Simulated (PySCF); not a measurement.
formate (CHO₂), SMILES O=C[O-], charge -1. Geometry: r2SCAN-D4/def2-TZVPD.

Computed with r2SCAN-D4/def2-TZVPD in PySCF.

Harmonic wavenumbers (cm⁻¹): 742, 1027, 1331, 1360, 1655, 2516. Rotational constants (GHz): 107.5, 12.25, 11.00; symmetry number 2.

Question: Work out the zero-point energy and the ideal-gas rigid-rotor harmonic-oscillator thermochemistry at 298.15 K and 1 atm.

Answer: ZPE = ½ Σ hcν = ½ × 8632 cm⁻¹ = 51.63 kJ/mol. H − E(el) = 61.94 kJ/mol. Entropy in J/(mol K): translation 156.23, rotation 80.57, vibration 1.65, total 238.45. G − E(el) = -9.15 kJ/mol. Cp = 39.11 J/(mol K).
